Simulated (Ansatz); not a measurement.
`O=C(O)O[SiH2][SiH3]` + `CC=N` → `C/C=N\[SiH3]` + `O=C(O)O[SiH3]`  (cleavage of the Si–Si bond)

Calculated with Ansatz (gas phase, PBE0-D4/def2-TZVP geometries, no zero-point term in ΔE). CBS: MP2 limit from def2 TZ/QZ plus the TZ coupled-cluster correction, frozen cores. DFT in def2-TZVPP. One conformer a species, not always the lowest.

`O=C(O)O[SiH2][SiH3]`:

Z-matrix (Å, degrees):
```
Si
O 1 1.706
Si 1 2.340 2 111.3
H 1 1.485 2 107.9 3 124.0
H 1 1.482 2 101.7 3 -121.1
C 2 1.317 1 117.0 3 -48.6
H 3 1.482 1 111.3 2 94.7
H 3 1.486 1 109.1 2 -27.4
H 3 1.490 1 108.7 2 -145.4
O 6 1.330 2 110.6 1 -179.1
O 6 1.208 2 124.8 1 1.1
H 10 0.965 6 106.5 2 -179.9
```

`CC=N`:

Z-matrix (Å, degrees):
```
C
C 1 1.493
H 1 1.092 2 111.6
H 1 1.094 2 110.3 3 -121.2
H 1 1.094 2 110.3 3 121.2
N 2 1.263 1 127.9 3 0.0
H 2 1.095 1 115.5 3 -180.0
H 6 1.023 2 110.6 1 0.0
```

`C/C=N\[SiH3]`:

Z-matrix (Å, degrees):
```
C
C 1 1.495
H 1 1.095 2 109.6
H 1 1.095 2 109.6 3 116.4
H 1 1.090 2 112.5 3 -121.8
N 2 1.258 1 128.7 3 121.7
H 2 1.101 1 113.8 3 -58.3
Si 6 1.729 2 132.5 1 0.0
H 8 1.484 6 107.0 2 -121.3
H 8 1.495 6 116.9 2 -0.0
H 8 1.484 6 107.1 2 121.2
```

`O=C(O)O[SiH3]`:

Cartesian coordinates in Å:
```
O 0.674 -0.871 1.161
C 0.386 0.282 0.968
O 0.599 1.275 1.828
O -0.188 0.743 -0.131
Si -0.540 -0.379 -1.348
H 1.017 0.880 2.603
H 0.708 -1.004 -1.838
H -1.158 0.461 -2.396
H -1.497 -1.388 -0.846
```

| level | ΔE (kJ/mol) |
| --- | --- |
| r2SCAN-D4 | -26.9 |
| B2PLYP | -36.5 |
| MP2/def2-TZVPP | -39.3 |
| SCS-MP2/def2-QZVPP | -41.6 |

(1) What does CCSD(T)/CBS give? (Estimate.)

Largest T1 diagnostic among the species: 0.015.

Results:

(1) Computed: -29.6 kJ/mol. The listed levels differ from it by 2.7, -6.9, -9.7, -12.0 kJ/mol.

From PBE to PBE0 (25 % exact exchange), in def2-TZVPP and without D4, ΔE moves by −4.2 kJ/mol. In def2-TZVPP, CCSD(T) changes the Hartree–Fock value by +19.1 kJ/mol (the triples alone add +1.8 kJ/mol) and MP2 by +8.8 kJ/mol.
